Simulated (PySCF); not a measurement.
# Bond length, frequency and bond energy of BeAs⁺ by level of theory

State: ³Σ⁻ (triplet), unpaired electrons π ↑↑. Set-up: Be pcseg-2, As pcseg-2; no relativity (PySCF 2.14). De refers to Be⁺ + As in their high-spin ground configurations, without counterpoise correction. The functionals are run spin-unrestricted. A positive dipole points towards As; it is taken about the centre of mass and depends on that origin.

| Level | Re (Å) | ωe (cm⁻¹) | De (eV) | μ (D) |
| --- | --- | --- | --- | --- |
| ROHF | 2.149 | 525 | 1.17 | -8.24 |
| ROHF-MP2 | 2.125 | 579 | 2.15 | n/a |
| ROHF-SCS-MP2 | 2.140 | 552 | 2.22 | n/a |
| LDA | 2.103 | 585 | 3.18 | -6.92 |
| PBE | 2.133 | 554 | 2.83 | -6.83 |
| BLYP | 2.142 | 541 | 2.85 | -6.74 |
| r²SCAN | 2.118 | 570 | 2.58 | -7.35 |
| PBE0 | 2.122 | 560 | 2.63 | -7.26 |
| r²SCAN0 | 2.113 | 570 | 2.47 | -7.58 |

(1) What does the step from GGA to meta-GGA do here, going from PBE to r²SCAN?

(2) What does a quarter of exact exchange do here, going from r²SCAN to r²SCAN0?

(3) What does second-order correlation do here, going from ROHF to ROHF-MP2?

Correlated steps freeze 9 core orbitals. Spin–orbit coupling is left out. For an ion De counts to the pair picked by the measured ionisation energies or electron affinities, which need not be the lowest pair at this level. The state is the lowest determinant that a PBE0 search found; another state may lie lower at other levels.

Results:

(1) r²SCAN less PBE: -1.5 pm in Re, +2.9 % in ωe, -0.25 eV in De. 

(2) r²SCAN0 less r²SCAN: -0.5 pm in Re, +0.0 % in ωe, -0.11 eV in De. Exact exchange removes part of the self-interaction that spreads semilocal densities, and in most molecules shortens and stiffens the bond and lowers De; so it does here.

(3) ROHF-MP2 less ROHF: -2.4 pm in Re, +10.3 % in ωe, +0.98 eV in De. Correlation nearly always deepens the well. The bond shortens, as in weak, metallic or heavy-atom bonds, where dispersion and the correlation of outer-core electrons pull the atoms together.
